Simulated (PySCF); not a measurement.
Correlation energy of Ge⁺ (germanium, charge +1)

[Ar] 3d10 4s2 4p1, 2P determinant. Calculation: PySCF 2.14, in cc-pVTZ-PP with ECP10MDF; scalar relativity through the core potential. Frozen: 3s2 3p6 3d10; 3 electrons correlated.

MP2 pair energies summed by pair of shells (mhartree):

```tsv
pair	energy	share (%)
4s-4s	-21.20	56.5
4s-4p	-16.34	43.5
```

Total MP2 correlation energy: -37.54 mhartree.

Same-spin part -2.56 and opposite-spin part -34.98 mhartree; SCS-MP2 scales them by 1/3 and 6/5 to -42.83 mhartree.

```json
{"level": "CCSD", "correlation energy (mhartree)": "-51.25"}
{"level": "(T)", "correlation energy (mhartree)": "-0.78"}
{"level": "CCSD(T)", "correlation energy (mhartree)": "-52.03"}
```

Diagnostics: T1 = 0.010, D1 = 0.0239, largest double amplitude 0.093.

Cost of the coupled-cluster step: 0.5 s of wall time on 1 thread of Neoverse-N1 (shared host), for 3 correlated electrons.
